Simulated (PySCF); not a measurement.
A small calculation by hand: oscillator strength and radiative lifetime

ethenyl(silyloxy)silane (C₂H₈OSi₂), SMILES C=C[SiH2]O[SiH3].

The structure is a stationary point at ωB97X-D3(BJ)/def2-SVP. Other conformers were not sampled.

TDA-PBE/def2-SVPD (PySCF) puts the first singlet state with f over 0.02 at 5.74 eV (vertical), with the transition dipole (-0.354, -0.148, 0.000) in atomic units.

Find the oscillator strength, the wavelength and the radiative lifetime that this transition would have in vacuum if emission retraced absorption.


|μ|² = 0.1472 au, so |μ| = 0.98 D. ΔE = 5.74/27.211 = 0.2109 hartree. f = (2/3) ΔE |μ|² = 0.021 (the program prints 0.021).
λ = 1239.84/5.74 = 216 nm; ν = 46296 cm⁻¹.
Einstein's coefficient A = 0.6670 ν² f s⁻¹ (ν in cm⁻¹) = 3.0e7 s⁻¹, so τ = 1/A = 34 ns. This state is S1. The figure is the radiative limit of this one transition; relaxation, internal conversion, crossing to triplets and a medium change what is measured.
